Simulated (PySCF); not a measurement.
**A ladder for the ionisation energy of Sn²⁺**

Sn²⁺ [Kr] 4d10 5s2 (1S) → Sn³⁺ [Kr] 4d10 5s1 (2S). Scalar values calculated with PySCF 2.14 in aug-cc-pwCVTZ-DK3 with one added diffuse shell each of s, p, d, f type (spin-free X2C; valence: [Kr] 4d10 frozen; valence and next inner shell: [Ar] 3d10 frozen). The spin-orbit shift comes from two-component X2C-1e calculations (generalised Hartree-Fock, GHF, and MP2 on its spinors, GMP2) in x2c-QZVPPall-2c: GMP2 gives 30.552 eV without and 30.555 eV with screened spin-orbit coupling, a shift of 0.003 eV (GHF: 0.001 eV). Sums use unrounded values; where a UHF row is shifted, it takes the GHF shift.

```json
{"method": "UHF", "scalar (eV)": "28.520", "plus spin-orbit shift (eV)": "28.521", "error (eV)": "-1.985"}
{"method": "MP2 (valence)", "scalar (eV)": "29.215", "plus spin-orbit shift (eV)": "29.218", "error (eV)": "-1.288"}
{"method": "SCS-MP2 (valence)", "scalar (eV)": "29.355", "plus spin-orbit shift (eV)": "29.357", "error (eV)": "-1.149"}
{"method": "CCSD (valence)", "scalar (eV)": "29.460", "plus spin-orbit shift (eV)": "29.463", "error (eV)": "-1.043"}
{"method": "CCSD(T) (valence)", "scalar (eV)": "29.460", "plus spin-orbit shift (eV)": "29.463", "error (eV)": "-1.043"}
{"method": "CCSDT (valence)", "scalar (eV)": "29.460", "plus spin-orbit shift (eV)": "29.463", "error (eV)": "-1.043"}
{"method": "FCI (valence)", "scalar (eV)": "29.460", "plus spin-orbit shift (eV)": "29.463", "error (eV)": "-1.043"}
{"method": "LDA", "scalar (eV)": "31.161", "plus spin-orbit shift (eV)": "31.164", "error (eV)": "0.658"}
{"method": "PBE", "scalar (eV)": "30.684", "plus spin-orbit shift (eV)": "30.687", "error (eV)": "0.181"}
{"method": "PBE0", "scalar (eV)": "30.337", "plus spin-orbit shift (eV)": "30.340", "error (eV)": "-0.166"}
{"method": "r2SCAN", "scalar (eV)": "30.301", "plus spin-orbit shift (eV)": "30.304", "error (eV)": "-0.202"}
{"method": "TPSSh", "scalar (eV)": "30.251", "plus spin-orbit shift (eV)": "30.254", "error (eV)": "-0.252"}
{"method": "PW91", "scalar (eV)": "30.785", "plus spin-orbit shift (eV)": "30.788", "error (eV)": "0.282"}
{"method": "revPBE", "scalar (eV)": "30.496", "plus spin-orbit shift (eV)": "30.499", "error (eV)": "-0.007"}
{"method": "MP2 (valence and next inner shell)", "scalar (eV)": "30.595", "plus spin-orbit shift (eV)": "30.598", "error (eV)": "0.092"}
{"method": "SCS-MP2 (valence and next inner shell)", "scalar (eV)": "30.485", "plus spin-orbit shift (eV)": "30.488", "error (eV)": "-0.018"}
```

Reference: 30.506 eV (measured; NIST Atomic Spectra Database, ionization energies).

The errors of the correlated levels include the incompleteness of the basis and the frozen core, so a lower level can come closer by cancellation.
